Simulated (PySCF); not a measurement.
H3O3Si (SMILES O[Si](O)O), doublet, at a GFN2-xTB geometry. Base run: PySCF with DF-HF/def2-SVP.

Here is a job for PySCF.
```python
from pyscf import gto, scf

mol = gto.M(
    atom='''
O    -0.843175   -0.876036   -0.914558
Si   -0.169416   -0.080382    0.342912
O    -0.285085    1.517739   -0.033164
O     1.370660   -0.579478    0.490977
H    -1.581782   -0.473457   -1.362889
H     0.234136    2.152053    0.452111
H     1.780269   -1.051053   -0.236026
''',
    basis='def2-svp',
    charge=0,
    spin=1,
    verbose=3,
)

mf = scf.UHF(mol)
mf = mf.density_fit(auxbasis='def2-universal-jkfit')
mf.kernel()
mf.analyze()
```

Variants of this job, named by their change:

```csv
change,basis functions,E (Eh),HOMO (eV),dipole (D)
base,75,-515.09073,-9.07,0.86
basis = STO-3G,[?],[?],[?],0.94
basis = def2-SV(P),[?],[?],[?],[?]
basis = pc-1,75,-515.29728,-9.22,0.78
basis = pcseg-1,75,-515.27636,-9.29,0.80
basis = 6-311G**,98,-515.43848,-9.17,0.82
basis = aug-cc-pVDZ,[?],[?],-9.29,0.93
"basis = 6-311+G(2d,p)",134,-515.47014,-9.36,0.92
basis = def2-TZVP,[?],[?],-9.29,[?]
basis = pc-2,166,-515.49935,-9.30,0.85
basis = cc-pV(T+d)Z,171,-515.49926,-9.23,0.95
basis = def2-TZVPP,177,-515.50720,-9.29,0.93
basis = aug-cc-pVTZ,257,-515.49911,-9.33,0.94
```

Task: Fill in the missing entries.

Result: 
- basis = STO-3G, basis functions: 27
- basis = STO-3G, E (Eh): -508.85831
- basis = STO-3G, HOMO (eV): -5.63
- basis = def2-SV(P), basis functions: 66
- basis = def2-SV(P), E (Eh): -515.05757
- basis = def2-SV(P), HOMO (eV): -9.10
- basis = def2-SV(P), dipole (D): 0.88
- basis = aug-cc-pVDZ, basis functions: 123
- basis = aug-cc-pVDZ, E (Eh): -515.40356
- basis = def2-TZVP, basis functions: 148
- basis = def2-TZVP, E (Eh): -515.50221
- basis = def2-TZVP, dipole (D): 0.96

Totals compare only among sets that treat the same electrons; sets with core potentials leave the core out.

Open shells are given as the SCF converged; they aren't shown to be the lowest states, and a large step between rows can be another state.
